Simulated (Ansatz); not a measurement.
Reaction (cleavage of the Si–Si bond): `[SiH3][SiH]1BO1` + `N[SiH](O)Cl` → `N[SiH](Cl)O[SiH3]` + `B1O[SiH2]1`

Program: Ansatz. Geometries: PBE0-D4/def2-TZVP. ΔE: electronic, gas phase. CCSD(T)/CBS adds triple-zeta CCSD(T) − MP2 to the extrapolated MP2 energy (def2 sets, frozen cores). Functionals use def2-TZVPP. One conformer a species, not always the lowest.

CCSD(T)/CBS gives -23.3 kcal/mol.

(1) Another level gave -16.6 kcal/mol. Which?
A. CCSD(T)/def2-TZVPP
B. SCS-MP2/def2-TZVPP
C. r2SCAN-D4/def2-TZVPP
D. PBE-D4/def2-TZVPP

(2) What do rigid-rotor, harmonic-oscillator terms from PBE0-D4/def2-TZVP frequencies (298.15 K, 1 bar) make of the CCSD(T)/CBS value? (Best estimate.)

Largest T1 diagnostic among the species: 0.017.

## Answers

(1) D. PBE-D4 -16.6, SCS-MP2/def2-TZVPP -26.2, CCSD(T)/def2-TZVPP -23.3, r2SCAN-D4 -21.3 kcal/mol.

(2) Ansatz gave: ΔZPE = -0.8 kcal/mol, ΔH = -24.2 kcal/mol, ΔS = 6 J/(mol·K), ΔG = -24.6 kcal/mol. Modes under 50 cm⁻¹ make the entropy rough.

From BLYP to BHLYP (50 % exact exchange), in def2-TZVPP and without D4, ΔE moves by −4.9 kcal/mol. In def2-TZVPP, CCSD(T) changes the Hartree–Fock value by +6.6 kcal/mol (the triples alone add +1.0 kcal/mol) and MP2 by +5.0 kcal/mol.
